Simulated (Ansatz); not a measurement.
Ga₁₂Sb₁₂H₃₂⁻, a nanocrystal cut from zinc blende GaSb (hydrogen-capped). Charge -1, multiplicity 2. Geometry PBE-D4/def2-SVP, that of the neutral singlet; atoms count from 1.

```xyz
56

Ga   -0.3406   -1.5318   -5.0194
Ga   -5.2179   -2.1704    0.2042
Ga   -1.5689   -2.8269    3.5497
Ga    3.4912   -1.9695   -2.4984
Ga    2.8288   -2.5438    2.2347
Ga   -0.3923   -2.1838   -0.6509
Ga   -1.7562    1.7801   -2.3113
Ga   -1.8282    0.9018    1.8910
Ga    2.0116    1.1390    0.0887
Ga    2.3184    2.1490   -4.2004
Ga    1.3453    1.2028    4.4488
Ga    0.2131    5.3321    1.8771
Sb   -2.9541   -2.8464   -1.1311
Sb    0.9498   -2.6477   -2.8795
Sb   -0.1291    1.0460   -4.2939
Sb    0.3246   -3.2486    1.6626
Sb   -4.3432    0.1539    1.3166
Sb   -0.9073   -0.2504    4.0607
Sb    4.1370   -2.9740   -0.0750
Sb    3.3414    0.6604   -2.1442
Sb    2.7549    0.1130    2.4115
Sb   -0.4955    0.4328   -0.3299
Sb   -1.8589    3.5806    2.0870
Sb    1.8654    3.8111    0.3530
H     0.5739   -1.8566   -6.2654
H    -1.8379   -2.0231   -4.8560
H    -6.3143   -1.7888   -0.8614
H    -5.3408   -3.1859    1.4005
H    -1.2988   -3.7523    4.7944
H    -2.9431   -2.7296    2.7611
H     4.5345   -2.4866   -3.5652
H     3.4966   -3.2975    3.4503
H    -3.1798    1.0803   -2.3824
H    -1.5804    3.3015   -1.8921
H     3.1787    1.7503   -5.4634
H     2.2339    3.6132   -3.6011
H     2.0323    0.8523    5.8216
H     0.9566    2.6643    3.9658
H     0.8636    5.3844    3.3094
H    -0.2886    6.5371    0.9943
H    -2.9868   -4.5529   -1.3331
H    -3.1465   -2.4591   -2.7900
H     0.9788   -4.3683   -2.9692
H    -0.7790    1.8254   -5.6866
H     0.4375   -4.9407    1.3628
H    -5.2612    0.4327    2.7435
H    -4.9917    1.4698    0.4240
H    -2.0546    0.3227    5.2124
H     4.3299   -4.6763   -0.2301
H     5.7978   -2.6390    0.2225
H     4.9526    1.1272   -1.7496
H     4.4102    0.5537    2.5886
H    -3.1089    4.0776    1.0197
H    -2.7063    3.9413    3.5388
H     1.7863    4.3545   -1.2710
H     3.4660    4.3592    0.6553
```

In the def2 sets Sb takes a core potential; there is no spin–orbit coupling. Single mean-field runs in def2-SVP are fitted with def2-universal-jkfit.

Question: Estimate the Mulliken populations of the heavy atoms from the PBE0/def2-SVP orbitals of Ansatz.

Answer: 
```tsv
atom	charge (e)	spin (α − β)
Ga1	0.15	0.00
Ga2	0.06	0.13
Ga3	0.15	0.00
Ga4	0.16	0.01
Ga5	0.15	0.01
Ga6	0.02	0.11
Ga7	0.15	-0.01
Ga8	0.01	0.13
Ga9	0.02	0.11
Ga10	0.15	0.00
Ga11	0.15	0.00
Ga12	0.06	0.14
Sb13	0.11	0.02
Sb14	-0.08	0.02
Sb15	-0.15	0.01
Sb16	-0.10	0.00
Sb17	0.10	0.06
Sb18	-0.12	0.07
Sb19	0.07	0.00
Sb20	-0.08	0.02
Sb21	-0.10	0.00
Sb22	-0.37	0.07
Sb23	0.10	0.06
Sb24	0.11	0.02
```
Mulliken values depend strongly on the basis.

Question: Where does the spin sit?

Answer: Summed by element: Ga 0.61, Sb 0.34, H 0.05, of 1 unpaired in all. Largest on single atoms: Ga12 0.14, Ga2 0.13, Ga8 0.13.

Question: And the Mayer bond orders between heavy atoms (over 0.3)?

Answer: Ga1–Sb14 0.62 (2.74 Å); Ga1–Sb15 0.76 (2.69 Å); Ga2–Sb13 0.68 (2.71 Å); Ga2–Sb17 0.68 (2.72 Å); Ga3–Sb16 0.67 (2.71 Å); Ga3–Sb18 0.69 (2.71 Å); Ga4–Sb14 0.82 (2.66 Å); Ga4–Sb19 0.67 (2.70 Å); Ga4–Sb20 0.82 (2.66 Å); Ga5–Sb16 0.81 (2.66 Å); Ga5–Sb19 0.72 (2.69 Å); Ga5–Sb21 0.81 (2.66 Å); Ga6–Sb13 0.69 (2.69 Å); Ga6–Sb14 0.88 (2.64 Å); Ga6–Sb16 0.81 (2.65 Å); Ga6–Sb22 0.87 (2.64 Å); Ga7–Sb15 0.75 (2.67 Å); Ga7–Sb22 0.64 (2.71 Å); Ga8–Sb17 0.67 (2.69 Å); Ga8–Sb18 0.84 (2.62 Å); Ga8–Sb22 0.75 (2.63 Å); Ga8–Sb23 0.67 (2.69 Å); Ga9–Sb20 0.88 (2.64 Å); Ga9–Sb21 0.81 (2.65 Å); Ga9–Sb22 0.87 (2.64 Å); Ga9–Sb24 0.69 (2.69 Å); Ga10–Sb15 0.76 (2.69 Å); Ga10–Sb20 0.62 (2.74 Å); Ga11–Sb18 0.69 (2.71 Å); Ga11–Sb21 0.67 (2.71 Å); Ga12–Sb23 0.68 (2.72 Å); Ga12–Sb24 0.68 (2.71 Å).
